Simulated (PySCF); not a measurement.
**A ladder of Hamiltonians for Gd⁵⁰⁺ (gadolinium, charge +50)**

Occupied: 1s1/2, 2s1/2, 2p1/2, 2p3/2, 3s1/2, 3p1/2. Hartree-Fock calculated with PySCF 2.14 in an even-tempered Gaussian basis (17 s from 5.8 bohr⁻², ratio 2.7; 13 p from 6.9 bohr⁻², ratio 2.7), Gaussian nucleus throughout. NR is non-relativistic, sf-X2C the spin-free one-electron X2C Hamiltonian, X2C adds the bare one-electron spin-orbit term, X2C-SNSO screens it by Boettger's factors, DC is four-component Dirac-Coulomb, and the Gaunt and Breit terms are added at first order (total energies over the DC spinors, levels after relaxing the spinors in that mean field). QED terms are absent. Levels marked empty are virtual spinors of this ion; the basis has s and p functions only, so 3d, which can lie below the n = 4 levels, is absent.

```tsv
level (eV)	X2C	X2C-SNSO
1s1/2	-54051.3	-54052.2
2s1/2	-11836.6	-11837.0
2p1/2	-11457.3	-11439.0
2p3/2	-10699.7	-10706.6
3s1/2	-4712.0	-4712.2
3p1/2	-4584.3	-4579.7
3p3/2 (empty)	-4291.7	-4293.5
4s1/2 (empty)	-2439.7	-2439.7
```

Where do the four-component calculations put these levels?

1s1/2: DC -54104.5, DC+Gaunt -53952.1, DC+Breit -53962.6; 2s1/2: DC -11843.9, DC+Gaunt -11827.8, DC+Breit -11829.0; 2p1/2: DC -11442.7, DC+Gaunt -11415.2, DC+Breit -11418.1; 2p3/2: DC -10711.6, DC+Gaunt -10693.1, DC+Breit -10695.9; 3s1/2: DC -4713.8, DC+Gaunt -4709.9, DC+Breit -4710.3; 3p1/2: DC -4580.7, DC+Gaunt -4573.7, DC+Breit -4574.6; 3p3/2 (empty): DC -4294.5, DC+Gaunt -4290.0, DC+Breit -4291.0; 4s1/2 (empty): DC -2440.3, DC+Gaunt -2438.8, DC+Breit -2439.0 (eV).

```
Hamiltonian  E (hartree)  E − E(DC) (hartree)  CPU seconds
        X2C   -8749.4497               2.5923         0.18
   X2C-SNSO   -8748.6975               3.3445         0.18
         DC   -8752.0420               0.0000          8.1
   DC+Gaunt   -8742.3904               9.6517           13
   DC+Breit   -8743.2676               8.7745           39
```

Weight of the small component: 1s1/2 0.0569, 2s1/2 0.0130, 2p1/2 0.0129, 2p3/2 0.0120, 3s1/2 0.00492, 3p1/2 0.00487, 3p3/2 0.00459, 4s1/2 0.00229.

Koopmans' value for the highest occupied level at DC+Breit: 4574.6 eV, against an ionisation energy of 4578 ± 4 eV (theoretical estimate listed by NIST; NIST Atomic Spectra Database, ionization energies); the former lacks relaxation, correlation, QED and recoil.

The whole ladder took 62 s of wall time on 1 thread of Neoverse-V2 (shared host), launched as `OMP_NUM_THREADS=1 python relrun2.py TASK.json OUT` (a driver that calls PySCF for each Hamiltonian).
